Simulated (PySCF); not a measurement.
C8H9O (doublet state).
Z-matrix (Å and degrees, GFN2-xTB geometry), rows numbered from 1:
```
C 
C   1  1.5239
O   2  1.4195  1  113.72
C   3  1.3765  2  115.88  1   -62.59
C   4  1.5003  3  122.70  2    92.09
C   5  1.3341  4  105.96  3   177.12
C   6  1.4805  5  103.73  4     0.06
C   7  1.4974  6  111.18  5   -31.76
C   8  1.4722  4   61.48  3   111.92
H   1  1.0870  2  110.15  3   -56.20
H   1  1.0877  2  110.53  3    64.09
H   1  1.0866  2  109.50  3  -176.02
H   2  1.0928  1  110.48  3   116.69
H   2  1.0988  1  109.79  3  -123.50
H   5  1.0729  4  124.30  3    -1.84
H   6  1.0705  5  130.20  4  -179.74
H   8  1.0681  4  134.61  9  -126.74
H   9  1.0692  4  135.72  8   126.04
```

The hyperfine couplings belong to this conformer and change with its torsions.

As a line formula: `CCO[C@@]12C=C[C]3[C@@H]1[C@H]32` [radical].

Level of theory: PySCF, UKS B3LYP, pcH-1 on C H O, non-relativistic, mean-field spin-orbit, GIAO. Geometry: GFN2-xTB, one conformer, isolated molecule. The geometry wasn't refined by DFT: couplings that depend on bond lengths, twists or pyramidal angles can differ widely from those at the functional's own minimum. No stability test was run, so a lower SCF solution isn't excluded.

(1) Match the computed a_iso(13C) values +456.0, +105.5, +27.2, +23.2, -1.4 MHz with the sites C2; C4; C5; C6; C7.

## Answers

(1) 
```tsv
site	a_iso (MHz)	ρ(0) (bohr⁻³)	position	distance from C7 (Å)	spin population	largest |T| (MHz)
C2	-1.4	-0.0013	4 bonds from C7	4.27	0.00	0.7
C4	+105.5	+0.0938	2 bonds from C7	2.10	+0.05	6.5
C5	+23.2	+0.0206	2 bonds from C7	2.22	+0.02	6.3
C6	+27.2	+0.0242	1 bond from C7	1.48	0.00	14.8
C7	+456.0	+0.4056	largest spin population	0.00	+0.94	139.4
```

ρ(0) is the spin density at the nucleus and T the dipolar tensor; entries for several nuclei are means. The largest Mulliken spin population is on C7 (+0.94). The angles at C7 add up to 281.4°, so it is pyramidal.

Nuclei that the bonding pattern makes equivalent are averaged, as if the motion that swaps them (rotation, inversion, ring flip) were fast.
